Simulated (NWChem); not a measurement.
System: SiH₃O cation; SMILES [OH+]=[SiH2]

Input file for NWChem:

```
start job
memory heap 200 mb stack 900 mb global 1100 mb
charge 1
geometry units angstroms noautoz
  O     -0.151604    -1.089374     0.000000
  Si    -0.050471     0.495105     0.000000
  H      0.569462    -1.745977     0.000000
  H      1.255118     1.175440     0.000000
  H     -1.355214     1.162261     0.000000
end
basis spherical
  * library 6-31+g*
end
dft
  xc xpbe96 cpbe96
  iterations 150
end
tddft
  nroots 6
end
task tddft energy
```

Output (shortened):

```
             Northwest Computational Chemistry Package (NWChem) 7.3.0
             --------------------------------------------------------

 CS  symmetry detected

                             Geometry "geometry" -> ""
                             -------------------------

 Output coordinates in angstroms (scale by  1.889725989 to convert to a.u.)

  No.       Tag          Charge          X              Y              Z
 ---- ---------------- ---------- -------------- -------------- --------------
    1 O                    8.0000    -0.06986332    -1.04356293     0.00000000
    2 Si                  14.0000    -0.00482670     0.54280771     0.00000000
    3 H                    1.0000     0.66596317    -1.68358094     0.00000000
    4 H                    1.0000     1.28493635     1.25268772     0.00000000
    5 H                    1.0000    -1.32441917     1.18008876     0.00000000

 Effective nuclear repulsion energy (a.u.)      58.7208897514

      Symmetry information
      --------------------

 Group name             Cs
 Group number              2
 Group order               2
 No. of unique centers     5

  pbe96 is a nonlocal functional; adding pw91lda local functional.

                                 NWChem DFT Module
                                 -----------------

 Summary of "ao basis" -> "ao basis" (spherical)
 ------------------------------------------------------------------------------
       Tag                 Description            Shells   Functions and Types
 ---------------- ------------------------------  ------  ---------------------
 O                          6-31+g*                  8       18   4s3p1d
 Si                         6-31+g*                 10       22   5s4p1d
 H                          6-31+g*                  2        2   2s

      Symmetry analysis of basis
      --------------------------

        a'         35
        a"         11

[...]

                                NWChem TDDFT Module
                                -------------------

            General Information
            -------------------
           No. of orbitals :      92
            Alpha orbitals :      46
             Beta orbitals :      46
        Alpha frozen cores :       0
         Beta frozen cores :       0
     Alpha frozen virtuals :       0
      Beta frozen virtuals :       0
         Spin multiplicity :       1
    Number of AO functions :      46
        Use of symmetry is : off
      Symmetry adaption is : on
         Schwarz screening :  0.10D-07

              XC Information
              --------------
   PerdewBurkeErnzerhof Exchange Functional   1.00
     Perdew 1991 LDA Correlation Functional   1.00 local
    PerdewBurkeErnz. Correlation Functional   1.00 non-local

             TDDFT Information
             -----------------
          Calculation type : TDDFT
         Wavefunction type : Restricted singlets & triplets
          No. of electrons :      24
           Alpha electrons :      12
            Beta electrons :      12
              No. of roots :       6
          Max subspacesize :    5200
            Max iterations :     100
               Target root :       1
           Target symmetry : none
      Symmetry restriction : off
                 Algorithm : Optimal
        Davidson threshold :  0.10D-03

    6 smallest eigenvalue differences (eV)
--------------------------------------------------------
  No. Spin  Occ  Vir  Irrep   E(Occ)    E(Vir)   E(Diff)
--------------------------------------------------------
    1    1   12   13 a"       -0.561    -0.364     5.363
    2    1   11   13 a'       -0.585    -0.364     6.012
    3    1   10   13 a"       -0.615    -0.364     6.846
    4    1   12   14 a'       -0.561    -0.271     7.879
    5    1   11   14 a"       -0.585    -0.271     8.528
    6    1   12   15 a'       -0.561    -0.235     8.862
--------------------------------------------------------

  Entering Davidson iterations
  Restricted singlet excited states

  Iter   NTrls   NConv    DeltaV     DeltaE      Time
  ----  ------  ------  ---------  ---------  ---------
    1      6       0     0.37E+00   0.10+100        1.3
    2     12       0     0.99E-01   0.26E-01        1.5
    3     24       0     0.21E-01   0.32E-02        2.1
    4     36       0     0.78E-02   0.17E-03        2.1
    5     48       1     0.30E-02   0.35E-04        2.0
    6     58       2     0.13E-02   0.37E-05        1.8
    7     66       3     0.50E-03   0.57E-06        1.6
    8     72       4     0.19E-03   0.78E-07        1.4
    9     76       6     0.99E-04   0.11E-07        1.2
  ----  ------  ------  ---------  ---------  ---------
  Convergence criterion met

  Ground state a'       -365.967194017737 a.u.

  ----------------------------------------------------------------------------
  Root   1 singlet a"             0.203116768 a.u.                5.5271 eV
  ----------------------------------------------------------------------------
     Transition Moments    X -0.00000   Y -0.00000   Z  0.00512
     Dipole Oscillator Strength                    0.0000035479
     Electric Quadrupole                           0.0000000431
     Magnetic Dipole                               0.0000023801
     Total Oscillator Strength                     0.0000059711

[...]
```

Level: PBE/6-31+G* (spherical d), full TDDFT. All runs use the structure optimised with B3LYP/6-31G* (spherical d).
